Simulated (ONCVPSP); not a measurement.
## Plane-wave convergence, ONCV potential for vanadium

```
Element                 : vanadium
Generator               : ONCVPSP 4.0.1
Type                    : optimised norm-conserving Vanderbilt (ONCV)
Functional              : LDA (Perdew-Wang 92)
Relativity              : scalar-relativistic
Frozen core             : [Ne]
Valence charge          : 13
Reference configuration : 3s2 3p6 3d3 4s1 4p1
Partial waves           : 3s+4s: rc 1.70 bohr, ncon 3, nbas 7, qcut 9.1 1/bohr, 2 projectors; 3p+4p: rc 1.95 bohr, ncon 4, nbas 8, qcut 8.4 1/bohr, 2 projectors; 3d: rc 1.50 bohr, ncon 4, nbas 9, qcut 12.6 1/bohr, 2 projectors, debl 2.9 Ha
Local potential         : polynomial inside 1.00 bohr (lpopt 5, dvloc0 0 Ha)
Core correction         : none
```

Problem. For each optimised wave give the share of its norm inside rc, the residual kinetic energy above qcut (Ha) and the cutoffs (Ha) for errors of 10, 1, 0.1 and 0.01 mHa per electron.

Solution.

```
         wave  norm inside rc  residual KE  10 mHa  1 mHa  0.1 mHa  0.01 mHa
           3s           0.965      1.1e-08    15.2   22.5     28.2      32.4
           4s           0.065      4.5e-09     5.4   18.5     25.1      30.4
           3p           0.970      9.7e-09    16.3   21.0     24.8      28.3
           4p           0.041      2.6e-09    10.5   16.1     21.1      25.2
           3d           0.642      1.2e-08    39.2   48.9     56.9      63.5
d projector 2           0.119      5.2e-08    41.8   52.4     61.1      67.8
```

The occupied waves need 49 Ha and 57 Ha for 1 and 0.1 mHa.
